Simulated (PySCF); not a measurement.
Removal energies of Pd³⁶⁺ from EOM-IP-GCCSD

Reference: closed-shell Pd³⁶⁺, [Ne]; one electron is removed. Calculated with PySCF 2.14, two-component X2C-1e with screened spin-orbit coupling, an uncontracted even-tempered set (18 s from 3.7 bohr⁻², ratio 2.6; 13 p from 4.8 bohr⁻², ratio 2.6; 6 d from 4.9 bohr⁻², ratio 2.8; 3 f from 120 bohr⁻², ratio 2.8); frozen 1s2; the 56 highest virtual spinors dropped; of the others 44 kept and the rest restored at second order. No Breit or QED terms. Binding energies in eV.

```
level  Koopmans  second order  EOM-CCSD
2s1/2    5698.1        5695.1    5695.1
2p1/2    5451.7        5449.5    5449.6
2p3/2    5284.0        5282.1    5282.2
```

For comparison, the ionisation energy of Pd³⁶⁺ is 5284 ± 3 eV (semi-empirical (NIST evaluation); NIST Atomic Spectra Database, ionization energies).
